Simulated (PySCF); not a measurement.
C4H10Te, SMILES CC(C)([TeH])C.

Geometry optimised at PBE-D3(BJ)/def2-SVP. The def2 effective core potentials stand for the cores of Te; spin–orbit coupling is left out.

Calculation: PySCF with r2SCAN/def2-TZVP.

Symmetry labels are those of the subgroup Cs that the program uses (full group Cs).

Computed valence orbital energies around the gap with their symmetry:
```tsv
orbital	symmetry	energy (eV)
HOMO−7	A'	-10.02
HOMO−6	A"	-9.89
HOMO−5	A"	-9.33
HOMO−4	A'	-8.69
HOMO−3	A"	-8.63
HOMO−2	A'	-8.52
HOMO−1	A'	-6.92
HOMO	A"	-5.17
LUMO	A'	-1.45
LUMO+1	A'	-0.20
LUMO+2	A'	1.05
LUMO+3	A'	2.37
```
